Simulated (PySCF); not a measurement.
# Ionisation energy of I by level of theory

I [Kr] 4d10 5s2 5p5 (2P) → I⁺ [Kr] 4d10 5s2 5p4 (3P), as a difference of total energies. Calculation: PySCF 2.14, in aug-cc-pVTZ-PP with one added diffuse shell each of d, f type with ECP28MDF (6s5p5d3f, 67 functions); scalar relativity through the core potential. Correlated levels: valence: 4s2 4p6 4d10 frozen. The calculations carry no spin-orbit coupling.

```tsv
method	ionisation energy (eV)	error (eV)
UHF	9.546	-0.973
MP2 (valence)	10.288	-0.231
SCS-MP2 (valence)	10.289	-0.230
CCSD (valence)	10.306	-0.213
CCSD(T) (valence)	10.346	-0.173
```

Reference: 10.519 eV (measured; NIST levels, between the centres of gravity of the two terms).

Errors of the correlated levels include the incompleteness of this basis and the frozen core.
